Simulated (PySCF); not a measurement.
A geometry optimisation on `[Cl][Sb]([Cl])[Cl]`.

Method: PBE0-D3(BJ)/def2-SVP geometry optimisation, gas phase, def2 core potentials past Kr (PySCF 2.14.0). Start geometry: GFN2-xTB. The input is one job of a driver script: a line of settings, then coordinates in Å.

Input:
```
{"job": {"xc": "PBE0", "basis": "def2-SVP", "d3": "d3bj", "grid": 1, "maxiter": 30, "shake": 0.03, "kind": "geom"}, "charge": 0, "multiplicity": 1}
Sb     0.056140    -0.070870     0.942020
Cl     1.988090    -0.043290    -0.305910
Cl    -1.036460     1.739910    -0.350800
Cl    -0.924470    -1.716190    -0.315780
```

Output:
```
step   0  E = -1620.08348298  max force = 0.032273
step   1  E = -1620.09047157  max force = 0.003249
step   2  E = -1620.09055662  max force = 0.000610
step   3  E = -1620.09055362  max force = 0.001341
step   4  E = -1620.09055215  max force = 0.001262
step   5  E = -1620.09055637  max force = 0.001043
step   6  E = -1620.09055854  max force = 0.000828
step   7  E = -1620.09055857  max force = 0.000672
optimisation converged
```

Energies in Eh; «max force» is the largest Cartesian gradient component in Eh/bohr.

**Question.** How much energy does the optimisation release, in kcal/mol?

**Answer.** E(step 0) − E(last step) = 0.007076 Eh, which is 4.4 kcal/mol.

**Question.** Give the first gradient maximum in eV/Å.

**Answer.** With 1 Eh/bohr = 51.422 eV/Å, 1.660 eV/Å.

Main results: final energy -1620.09056 Eh after 7 steps; dipole 2.92 D.

**Question.** Where do the atoms end?

**Answer.** 0.097 Å rms from the input after alignment:
```
atom  x, y, z in Å
Sb1    0.0556   -0.0268    0.8631
Cl2    2.0648    0.0039   -0.3832
Cl3   -1.0337    1.7463   -0.2519
Cl4   -1.0033   -1.8138   -0.2584
```

**Question.** How long does this job take on one thread of an Arm Neoverse V1, shared host with 64 logical CPUs at a one-minute load of 38? And the peak memory of the process?

**Answer.** About 22 s, with 0.33 GiB resident at the peak, the Python interpreter and its libraries included.
Labels such as C1 count atoms from 1, the log's own numbers from 0.
